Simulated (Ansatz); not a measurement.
CClNSi, SMILES `N#C[Si]Cl` (excited triplet) (charge 0, multiplicity 3). This triplet is an excited state, 1.73 eV above the relaxed singlet at the level B3LYP/cc-pVTZ // PBE0-D3(BJ)/def2-TZVP (Ansatz, a first-principles code).

Cartesian coordinates (Å):
SMILES: N#C[Si]Cl
```xyz
4

N     -2.0473    -0.2846    -0.0062
C     -0.9454     0.0766     0.0081
Si     0.7197     0.7555     0.0365
Cl     2.2731    -0.5475    -0.0384
```
Charge 0, spin multiplicity 3.

Frozen-core energies in 6-31g from Ansatz at a geometry from PBE0-D3(BJ)/def2-TZVP; the HF reference has <S^2> = 2.19 and the T1 diagnostic is 0.039.

```csv
level,energy (Ha)
HF,-840.58009
MP2,-840.82993
CCSD,-840.85764
```

Question: Estimate the energies of CCSD(T), CCSDT and CCSDT(Q), and give each level's difference from CCSDT(Q).

Answer: 
```csv
level,energy (Ha),difference from CCSDT(Q) (mHa)
MP2,-840.82993,39.27
CCSD,-840.85764,11.57
CCSD(T),-840.86679,2.42
CCSDT,-840.86764,1.56
CCSDT(Q),-840.86920,0.00
```
